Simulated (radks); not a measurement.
W4+, 70 electrons, occupied as [Xe] 4f14 5d2. Calculated with a radial shooting solver on a logarithmic mesh with Libxc functionals: Dirac Kohn-Sham, BLYP, spin-unpolarised, spherical densities, finite nucleus; open shells are shared between the two j in proportion to 2j + 1; Fermi nuclear charge, rms radius 5.3658 fm.

Normalised radial functions P(r) = r R(r) (large component), r in bohr:

r	5s1/2	4f5/2	5d5/2
0.00124	0.0766	0.0000	0.0000
0.001941	0.1051	0.0000	0.0000
0.003062	0.1396	0.0000	0.0001
0.004793	0.1731	0.0000	0.0003
0.007502	0.1914	0.0000	0.0011
0.01174	0.1669	0.0002	0.0037
0.01853	0.0615	0.0009	0.0119
0.029	-0.1266	0.0041	0.0350
0.04538	-0.2905	0.0180	0.0893
0.0716	-0.1762	0.0713	0.1852
0.1121	0.2663	0.2307	0.2593
0.1754	0.3640	0.5831	0.1417
0.2745	-0.3608	1.0653	-0.2197
0.4332	-0.4743	1.3101	-0.3746
0.678	0.6878	1.0420	0.0939
1.061	1.1234	0.5424	0.7128
1.674	0.4704	0.1678	0.8101
2.621	0.0586	0.0259	0.4163
4.102	0.0014	0.0013	0.0810
6.42	0.0000	0.0000	0.0035

5s1/2: eigenvalue -121.72 eV, 4 radial nodes at r = 0.0218, 0.0872, 0.227, 0.532 bohr, <r> = 1.06 bohr, 90 % of the charge inside 1.52 bohr. 4f5/2: eigenvalue -77.633 eV, 0 radial nodes, <r> = 0.600 bohr, 90 % of the charge inside 0.993 bohr. 5d5/2: eigenvalue -42.997 eV, 2 radial nodes at r = 0.213, 0.636 bohr, <r> = 1.69 bohr, 90 % of the charge inside 2.53 bohr.
